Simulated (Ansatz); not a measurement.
A short molecular-dynamics run on In6Sb5H18⁻, a cluster cut from wurtzite InSb (hydrogen-capped).

```yaml
crystal:
  periodic: [false, false, false]
  atoms:
    - {symbol: In, position_ang: [0.247154, -2.864997, -2.164098]}
    - {symbol: Sb, position_ang: [-1.957696, -1.131702, -1.419259]}
    - {symbol: Sb, position_ang: [0.213734, -2.395802, 2.277422]}
    - {symbol: In, position_ang: [-2.318465, -1.339721, 1.374465]}
    - {symbol: In, position_ang: [-2.361295, 1.643469, -2.165610]}
    - {symbol: Sb, position_ang: [-1.967229, 1.381183, 2.277253]}
    - {symbol: Sb, position_ang: [2.355366, -1.151746, -1.216327]}
    - {symbol: In, position_ang: [2.942702, -1.530105, 1.550798]}
    - {symbol: In, position_ang: [2.615778, 1.513396, -2.290380]}
    - {symbol: Sb, position_ang: [0.175488, 2.616824, -1.217093]}
    - {symbol: In, position_ang: [0.148563, 3.309106, 1.551426]}
    - {symbol: H, position_ang: [0.126308, -4.267445, -1.111313]}
    - {symbol: H, position_ang: [0.293131, -2.985348, -3.910923]}
    - {symbol: H, position_ang: [-3.390994, -1.960871, -1.918417]}
    - {symbol: H, position_ang: [0.056929, -4.082830, 1.971363]}
    - {symbol: H, position_ang: [0.047146, -2.561713, 3.992113]}
    - {symbol: H, position_ang: [-3.681012, -2.127038, 2.144402]}
    - {symbol: H, position_ang: [-2.440392, 1.743120, -3.912513]}
    - {symbol: H, position_ang: [-3.638798, 2.237172, -1.114160]}
    - {symbol: H, position_ang: [-3.504848, 2.090958, 1.967087]}
    - {symbol: H, position_ang: [-2.197322, 1.320720, 3.991600]}
    - {symbol: H, position_ang: [3.727108, -1.955791, -1.893447]}
    - {symbol: H, position_ang: [3.922080, -2.953654, 1.842115]}
    - {symbol: H, position_ang: [3.086247, -0.044436, 2.459065]}
    - {symbol: H, position_ang: [2.435768, 1.406907, -4.031249]}
    - {symbol: H, position_ang: [3.972587, 2.298144, -1.505377]}
    - {symbol: H, position_ang: [0.161637, 4.207343, -1.893002]}
    - {symbol: H, position_ang: [1.508499, 2.685304, 2.453720]}
    - {symbol: H, position_ang: [-0.587673, 4.871053, 1.848439]}
basis:
  gaussian: {orbitals: def2-SVP}
total_charge: -1
hamiltonian: {xc: {name: BLYP}}
md: {timestep: 1 fs, n_steps: 25, ensemble: nvt_nose_hoover, temperature: 500, initial_velocities: maxwell_boltzmann, seed: 808}
scf: {omitted_lower_state_checks: [starts]}
```

```sh
$ ansatz run in.yaml --threads 2 --pin off --events-out ev --progress --plain --max-ram 32768MiB --backend cuda --devices 0, --max-vram 18GiB
```

```
step  time (fs)  potential energy (eV)  kinetic (eV)  T (K)  conserved (eV)
   0        0.0            -64011.5927        1.7450    500     -64009.8477
   1        1.0            -64011.5380        1.6912    485     -64009.8468
   2        2.0            -64011.4011        1.5582    446     -64009.8429
   3        3.0            -64011.2438        1.4058    403     -64009.8380
   4        4.0            -64011.1405        1.3049    374     -64009.8357
   5        5.0            -64011.1270        1.2899    370     -64009.8374
   6        6.0            -64011.1788        1.3383    383     -64009.8411
   7        7.0            -64011.2401        1.3971    400     -64009.8438
   8        8.0            -64011.2656        1.4221    407     -64009.8446
   9        9.0            -64011.2384        1.3960    400     -64009.8440
  10       10.0            -64011.1642        1.3234    379     -64009.8429
  11       11.0            -64011.0596        1.2206    350     -64009.8415
  12       12.0            -64010.9457        1.1087    318     -64009.8400
  13       13.0            -64010.8462        1.0113    290     -64009.8385
  14       14.0            -64010.7853        0.9521    273     -64009.8374
  15       15.0            -64010.7804        0.9478    272     -64009.8374
  16       16.0            -64010.8314        0.9981    286     -64009.8388
  17       17.0            -64010.9156        1.0807    310     -64009.8415
  18       18.0            -64010.9934        1.1567    331     -64009.8442
  19       19.0            -64011.0237        1.1867    340     -64009.8458
  20       20.0            -64010.9863        1.1515    330     -64009.8448
  21       21.0            -64010.8991        1.0689    306     -64009.8415
  22       22.0            -64010.8138        0.9883    283     -64009.8381
  23       23.0            -64010.7822        0.9588    275     -64009.8373
  24       24.0            -64010.8174        0.9936    285     -64009.8391
  25       25.0            -64010.8919        1.0672    306     -64009.8415
```

Velocities are drawn at the set temperature; a run this short doesn't reach equilibrium.

In the def2 sets In, Sb take a core potential; there is no spin–orbit coupling. The highest occupied level of an anion often lies above zero with these methods, and sets without diffuse functions describe the outer electron poorly.

Frames (Å, forces in eV/Å):

```xyz
29
time=0.0 fs
In    0.247   -2.865   -2.164   -0.001   -0.213   -0.143
Sb   -1.958   -1.132   -1.419   -0.163   -0.093   -0.166
Sb    0.214   -2.396    2.277    0.026   -0.138    0.191
In   -2.318   -1.340    1.374   -0.206   -0.120    0.070
In   -2.361    1.643   -2.166   -0.183    0.104   -0.141
Sb   -1.967    1.381    2.277   -0.106    0.092    0.192
Sb    2.355   -1.152   -1.216    0.173   -0.056   -0.083
In    2.943   -1.530    1.551    0.200   -0.004    0.122
In    2.616    1.513   -2.290    0.167    0.097   -0.138
Sb    0.175    2.617   -1.217    0.035    0.176   -0.086
In    0.149    3.309    1.551    0.100    0.175    0.122
H     0.126   -4.267   -1.111   -0.001   -0.088    0.011
H     0.293   -2.985   -3.911    0.002   -0.030   -0.095
H    -3.391   -1.961   -1.918   -0.087   -0.050   -0.042
H     0.057   -4.083    1.971   -0.005   -0.083    0.021
H     0.047   -2.562    3.992   -0.007   -0.021    0.088
H    -3.681   -2.127    2.144   -0.113   -0.065    0.052
H    -2.440    1.743   -3.913   -0.025    0.017   -0.096
H    -3.639    2.237   -1.114   -0.075    0.043    0.010
H    -3.505    2.091    1.967   -0.075    0.036    0.022
H    -2.197    1.321    3.992   -0.023    0.005    0.088
H     3.727   -1.956   -1.893    0.087   -0.048   -0.044
H     3.922   -2.954    1.842    0.085   -0.070    0.031
H     3.086   -0.044    2.459    0.035    0.057    0.056
H     2.436    1.407   -4.031    0.018    0.011   -0.103
H     3.973    2.298   -1.505    0.095    0.055    0.018
H     0.162    4.207   -1.893    0.003    0.099   -0.043
H     1.508    2.685    2.454    0.067    0.001    0.056
H    -0.588    4.871    1.848   -0.020    0.109    0.031
29
time=3.0 fs
In    0.246   -2.871   -2.168    0.118    0.529   -1.305
Sb   -1.967   -1.133   -1.423   -0.030    0.010   -0.119
Sb    0.220   -2.382    2.273   -0.178   -0.352    0.995
In   -2.321   -1.349    1.374   -0.194   -0.064    0.120
In   -2.361    1.643   -2.166   -0.332    0.217   -0.315
Sb   -1.966    1.384    2.281    0.586   -0.072   -1.762
Sb    2.352   -1.157   -1.214    0.227   -0.040   -0.083
In    2.946   -1.535    1.551    0.251   -0.590   -0.092
In    2.622    1.520   -2.280    0.347    0.263   -0.366
Sb    0.171    2.616   -1.215    0.029   -0.769    0.326
In    0.151    3.313    1.546   -0.195    0.392    0.080
H     0.140   -4.211   -1.170   -0.081   -0.884    0.599
H     0.414   -2.988   -3.975   -0.114    0.029    0.507
H    -3.418   -1.915   -1.883   -0.266   -0.202   -0.141
H     0.129   -4.102    2.013   -0.033    0.147    0.108
H    -0.027   -2.462    4.067    0.160   -0.046   -0.775
H    -3.694   -2.069    2.205   -0.058   -0.070   -0.016
H    -2.405    1.745   -3.963   -0.061   -0.002    0.364
H    -3.632    2.293   -1.077    0.129   -0.102   -0.241
H    -3.501    2.006    1.962   -0.504    0.254    0.012
H    -2.102    1.332    3.885   -0.288   -0.061    2.051
H     3.705   -2.008   -1.880    0.058    0.009   -0.045
H     3.865   -3.004    1.895    0.026    0.045   -0.045
H     3.129   -0.092    2.421    0.102    0.578    0.361
H     2.475    1.440   -4.061    0.030   -0.006    0.219
H     3.978    2.386   -1.514   -0.091   -0.117   -0.065
H     0.029    4.136   -1.852    0.020    1.109   -0.513
H     1.486    2.614    2.388    0.265   -0.080    0.204
H    -0.536    4.905    1.941    0.078   -0.124   -0.065
29
time=7.0 fs
In    0.244   -2.879   -2.175    0.175    0.288   -1.290
Sb   -1.979   -1.136   -1.428   -0.317   -0.128   -0.186
Sb    0.227   -2.364    2.267   -0.315   -0.377    1.132
In   -2.324   -1.361    1.373   -0.286   -0.072    0.260
In   -2.361    1.642   -2.167   -0.349    0.277   -0.346
Sb   -1.963    1.388    2.285    0.249   -0.054   -0.453
Sb    2.348   -1.164   -1.211    0.350   -0.076   -0.082
In    2.951   -1.543    1.551    0.356   -0.500    0.125
In    2.631    1.528   -2.265    0.518    0.441   -0.512
Sb    0.166    2.615   -1.213   -0.132    0.069   -0.025
In    0.153    3.319    1.539   -0.081    0.432    0.299
H     0.148   -4.248   -1.174   -0.075   -0.615    0.396
H     0.558   -2.988   -3.993   -0.263    0.030    0.697
H    -3.485   -1.878   -1.854   -0.014   -0.125   -0.106
H     0.219   -4.107    2.082   -0.089    0.268    0.139
H    -0.103   -2.338    4.066    0.279   -0.140   -0.888
H    -3.716   -2.001    2.281    0.102   -0.043   -0.165
H    -2.367    1.746   -3.981   -0.099   -0.013    0.507
H    -3.605    2.352   -1.061    0.178   -0.194   -0.343
H    -3.556    1.925    1.960   -0.198    0.170    0.191
H    -2.010    1.341    3.981   -0.252   -0.015    0.530
H     3.681   -2.074   -1.868   -0.043    0.133   -0.020
H     3.792   -3.064    1.959   -0.014    0.195   -0.125
H     3.199   -0.083    2.416    0.094    0.367    0.229
H     2.531    1.484   -4.070   -0.004   -0.052    0.359
H     3.973    2.486   -1.533   -0.200   -0.273   -0.075
H    -0.144    4.172   -1.858    0.188    0.297   -0.207
H     1.488    2.510    2.326    0.105    0.014    0.131
H    -0.456    4.932    2.054    0.137   -0.302   -0.173
29
time=10.0 fs
In    0.244   -2.884   -2.181    0.083   -0.464   -0.370
Sb   -1.988   -1.138   -1.432   -0.623   -0.287   -0.240
Sb    0.233   -2.351    2.264   -0.256   -0.207    0.506
In   -2.327   -1.370    1.372   -0.296   -0.063    0.306
In   -2.362    1.642   -2.168   -0.211    0.213   -0.204
Sb   -1.961    1.390    2.287   -0.254    0.029    0.950
Sb    2.345   -1.169   -1.208    0.375   -0.057   -0.031
In    2.956   -1.549    1.551    0.439    0.077    0.460
In    2.638    1.535   -2.255    0.500    0.444   -0.444
Sb    0.161    2.614   -1.211   -0.386    0.979   -0.415
In    0.155    3.324    1.534    0.236    0.196    0.474
H     0.147   -4.340   -1.135   -0.026    0.218   -0.191
H     0.642   -2.985   -3.939   -0.279   -0.012    0.346
H    -3.539   -1.865   -1.843    0.288   -0.007   -0.048
H     0.278   -4.086    2.148   -0.126    0.121    0.114
H    -0.134   -2.257    3.979    0.208   -0.155   -0.182
H    -3.724   -1.955    2.323    0.152   -0.059   -0.228
H    -2.348    1.746   -3.946   -0.099   -0.011    0.211
H    -3.569    2.379   -1.082    0.019   -0.144   -0.203
H    -3.621    1.882    1.975    0.307    0.040    0.308
H    -1.967    1.345    4.129   -0.244    0.011   -1.028
H     3.661   -2.112   -1.862   -0.049    0.179   -0.034
H     3.737   -3.091    1.996    0.031    0.191   -0.139
H     3.260   -0.038    2.437   -0.008   -0.208   -0.105
H     2.573    1.511   -4.043   -0.054   -0.092    0.180
H     3.950    2.535   -1.555   -0.111   -0.259    0.022
H    -0.256    4.239   -1.887    0.448   -0.628    0.173
H     1.502    2.433    2.294   -0.155    0.174   -0.003
H    -0.383    4.924    2.123    0.089   -0.218   -0.185
29
time=14.0 fs
In    0.242   -2.892   -2.190   -0.176   -0.874    0.864
Sb   -2.001   -1.141   -1.437   -0.673   -0.343   -0.217
Sb    0.240   -2.333    2.260   -0.021   -0.026   -0.776
In   -2.331   -1.382    1.372   -0.150    0.031    0.210
In   -2.363    1.642   -2.170    0.089   -0.005    0.127
Sb   -1.959    1.394    2.291   -0.465    0.032    1.323
Sb    2.341   -1.176   -1.205    0.289    0.070    0.079
In    2.962   -1.557    1.552    0.463    0.603    0.601
In    2.648    1.545   -2.242    0.282    0.270   -0.207
Sb    0.155    2.614   -1.209   -0.491    1.184   -0.521
In    0.158    3.330    1.528    0.508   -0.254    0.463
H     0.141   -4.429   -1.110   -0.003    0.745   -0.521
H     0.719   -2.983   -3.834   -0.115   -0.076   -0.578
H    -3.573   -1.847   -1.835    0.357   -0.002   -0.052
H     0.341   -4.046    2.251   -0.146   -0.181    0.070
H    -0.152   -2.168    3.861   -0.065   -0.015    1.214
H    -3.717   -1.902    2.349    0.046   -0.140   -0.176
H    -2.336    1.745   -3.882   -0.067    0.003   -0.482
H    -3.522    2.397   -1.132   -0.336    0.040    0.148
H    -3.664    1.831    2.037    0.507    0.027    0.282
H    -1.943    1.352    4.193   -0.221   -0.006   -1.412
H     3.628   -2.139   -1.858    0.066    0.133   -0.101
H     3.669   -3.104    2.026    0.147    0.026   -0.106
H     3.341   -0.009    2.448   -0.113   -0.573   -0.311
H     2.621    1.536   -3.989   -0.113   -0.134   -0.255
H     3.908    2.569   -1.578    0.162   -0.088    0.227
H    -0.345    4.245   -1.904    0.577   -0.833    0.264
H     1.498    2.354    2.250   -0.292    0.267   -0.063
H    -0.276    4.889    2.191   -0.044    0.122   -0.094
29
time=17.0 fs
In    0.241   -2.898   -2.196   -0.264   -0.743    1.063
Sb   -2.011   -1.143   -1.442   -0.412   -0.255   -0.145
Sb    0.245   -2.320    2.257   -0.145   -0.014   -0.329
In   -2.335   -1.391    1.372    0.010    0.143    0.077
In   -2.363    1.642   -2.171    0.172   -0.090    0.168
Sb   -1.957    1.397    2.295   -0.219   -0.045    0.766
Sb    2.339   -1.181   -1.203    0.217    0.166    0.118
In    2.967   -1.562    1.553    0.434    0.585    0.469
In    2.656    1.552   -2.233    0.130    0.146   -0.147
Sb    0.150    2.615   -1.208   -0.328    0.650   -0.315
In    0.160    3.335    1.524    0.452   -0.412    0.340
H     0.137   -4.427   -1.140   -0.020    0.651   -0.422
H     0.763   -2.989   -3.803   -0.046   -0.078   -0.867
H    -3.564   -1.835   -1.835    0.115   -0.120   -0.117
H     0.373   -4.030    2.335   -0.155   -0.188    0.044
H    -0.167   -2.104    3.873    0.033   -0.007    0.817
H    -3.706   -1.875    2.351   -0.109   -0.214   -0.070
H    -2.333    1.744   -3.873   -0.053    0.004   -0.612
H    -3.517    2.413   -1.158   -0.435    0.095    0.248
H    -3.650    1.795    2.111    0.200    0.125    0.156
H    -1.947    1.356    4.104   -0.159   -0.047   -0.740
H     3.610   -2.146   -1.866    0.147    0.080   -0.134
H     3.631   -3.110    2.038    0.208   -0.108   -0.081
H     3.391   -0.040    2.428   -0.106   -0.418   -0.223
H     2.646    1.541   -3.969   -0.124   -0.142   -0.379
H     3.890    2.584   -1.575    0.291    0.007    0.315
H    -0.355    4.170   -1.891    0.445   -0.264    0.021
H     1.468    2.320    2.211   -0.165    0.180    0.010
H    -0.198    4.872    2.232   -0.115    0.313   -0.032
29
time=21.0 fs
In    0.240   -2.908   -2.203    0.037    0.033   -0.184
Sb   -2.025   -1.146   -1.448   -0.028   -0.126   -0.072
Sb    0.251   -2.303    2.252   -0.457   -0.166    1.134
In   -2.339   -1.403    1.372    0.071    0.262   -0.015
In   -2.364    1.642   -2.172   -0.103    0.074   -0.169
Sb   -1.955    1.400    2.301    0.238   -0.112   -1.570
Sb    2.336   -1.188   -1.200    0.246    0.175    0.032
In    2.974   -1.569    1.554    0.348   -0.097    0.091
In    2.666    1.562   -2.220    0.173    0.166   -0.328
Sb    0.143    2.616   -1.206    0.134   -0.678    0.242
In    0.164    3.341    1.519    0.122   -0.096    0.279
H     0.127   -4.349   -1.229   -0.093   -0.171    0.160
H     0.811   -3.006   -3.863   -0.284    0.004   -0.150
H    -3.542   -1.837   -1.851   -0.233   -0.267   -0.192
H     0.395   -4.029    2.453   -0.173    0.118   -0.041
H    -0.178   -2.024    3.977    0.343   -0.149   -0.556
H    -3.707   -1.869    2.345   -0.193   -0.251    0.002
H    -2.338    1.744   -3.932   -0.066   -0.018    0.006
H    -3.563    2.444   -1.165   -0.142   -0.085   -0.009
H    -3.612    1.766    2.228   -0.423    0.276   -0.065
H    -1.971    1.354    3.925   -0.001   -0.164    1.812
H     3.603   -2.144   -1.892    0.111    0.096   -0.085
H     3.609   -3.131    2.042    0.182   -0.108   -0.103
H     3.446   -0.128    2.376    0.059    0.268    0.160
H     2.664    1.529   -3.987   -0.099   -0.105   -0.044
H     3.903    2.602   -1.530    0.148   -0.102    0.210
H    -0.316    4.057   -1.881    0.027    1.126   -0.609
H     1.411    2.295    2.163    0.169   -0.072    0.184
H    -0.110    4.887    2.281   -0.113    0.170   -0.119
29
time=25.0 fs
In    0.238   -2.917   -2.210    0.315    0.837   -1.316
Sb   -2.039   -1.150   -1.454   -0.140   -0.251   -0.144
Sb    0.258   -2.285    2.249   -0.478   -0.321    1.580
In   -2.343   -1.415    1.372   -0.140    0.261    0.061
In   -2.364    1.642   -2.174   -0.463    0.269   -0.443
Sb   -1.953    1.404    2.306   -0.138   -0.094   -0.675
Sb    2.334   -1.195   -1.196    0.356    0.121   -0.122
In    2.981   -1.576    1.556    0.354   -0.647   -0.092
In    2.677    1.573   -2.208    0.333    0.215   -0.448
Sb    0.136    2.617   -1.205    0.029   -0.109   -0.104
In    0.168    3.347    1.514    0.021    0.303    0.441
H     0.102   -4.299   -1.293   -0.171   -0.998    0.706
H     0.816   -3.023   -3.949   -0.464    0.065    0.492
H    -3.548   -1.876   -1.895   -0.055   -0.139   -0.105
H     0.391   -4.011    2.564   -0.159    0.275   -0.162
H    -0.141   -1.963    4.009    0.354   -0.144   -0.866
H    -3.734   -1.900    2.338   -0.024   -0.186   -0.086
H    -2.352    1.740   -3.993   -0.059   -0.033    0.507
H    -3.630    2.461   -1.173    0.190   -0.266   -0.247
H    -3.629    1.777    2.337   -0.215    0.220   -0.184
H    -1.996    1.328    3.974    0.148   -0.163    1.000
H     3.613   -2.127   -1.931   -0.010    0.162    0.016
H     3.613   -3.167    2.030    0.087    0.060   -0.148
H     3.510   -0.179    2.347    0.168    0.622    0.363
H     2.666    1.502   -4.012   -0.058   -0.030    0.329
H     3.936    2.604   -1.455   -0.117   -0.283    0.000
H    -0.265    4.086   -1.952    0.157    0.550   -0.304
H     1.376    2.261    2.142    0.262   -0.147    0.223
H    -0.038    4.927    2.311   -0.084   -0.150   -0.273
```

It took 1.8 min on 2 threads of AMD EPYC 7R13 on a shared host and a share (18 GiB) of an NVIDIA H100 80GB HBM3, peak host memory 1.1 GiB.
